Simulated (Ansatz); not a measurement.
`COB(O)Cl` and `COB(Cl)OC` differ in one atom or group.

Ansatz, PBE0-D4/def2-TZVP geometries, multiplicity 1. Each molecule was computed in one conformer, which needn't be the lowest.

```csv
property,`COB(O)Cl`
HOMO energy (ωB97M-V/def2-TZVPP) / eV,-11.35
size of the dipole moment (ωB97M-V/def2-TZVPP) / D,2.41
LUMO energy (B3LYP/def2-TZVPP) / eV,0.38
HOMO energy (B3LYP/def2-TZVPP) / eV,-8.71
HOMO–LUMO gap (PBE/def2-TZVPP) / eV,7.27
HOMO–LUMO gap (B3LYP/def2-TZVPP) / eV,9.09
```

Task: Give the same properties after the change, and the shifts. (Best estimate.)

Result: The calculation gave: 
| property | `COB(Cl)OC` | shift |
| --- | --- | --- |
| HOMO energy (ωB97M-V/def2-TZVPP) / eV | -10.93 | 0.42 |
| size of the dipole moment (ωB97M-V/def2-TZVPP) / D | 2.32 | -0.09 |
| LUMO energy (B3LYP/def2-TZVPP) / eV | 0.59 | 0.21 |
| HOMO energy (B3LYP/def2-TZVPP) / eV | -8.32 | 0.39 |
| HOMO–LUMO gap (PBE/def2-TZVPP) / eV | 6.96 | -0.31 |
| HOMO–LUMO gap (B3LYP/def2-TZVPP) / eV | 8.91 | -0.18 |

With PBE0 the HOMO rises by 0.39 eV and the LUMO rises by 0.17 eV, so the gap narrows by about 0.22 eV. PBE moves the HOMO by 0.34 eV and ωB97M-V by 0.42 eV. Dipoles are sizes alone; their direction can turn.

B3LYP here is the variant with VWN-RPA as its local correlation; programs differ in this.
